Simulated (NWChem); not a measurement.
Molecule: BeHSeF; SMILES [F][Be][SeH]

```xyz
4

Be    -0.0071     1.2182     0.0000
F     -0.0194     2.6073     0.0000
Se    -0.0363    -0.8090     0.0000
H      1.4378    -0.8317     0.0000
```
Atoms are numbered in this order, from 1.

All runs: NWChem. All runs use the structure optimised with PBE0/def2-SVP. Ions are spin-unrestricted doublets at the neutral geometry; other ion states weren't tried.

Predict the results for B3LYP/def2-SVP. Quantities: vertical ionisation energy, ΔSCF (eV); −ε(HOMO) (eV).


```yaml
vertical ionisation energy, ΔSCF (eV): 9.97
"−ε(HOMO) (eV)": 7.09
```
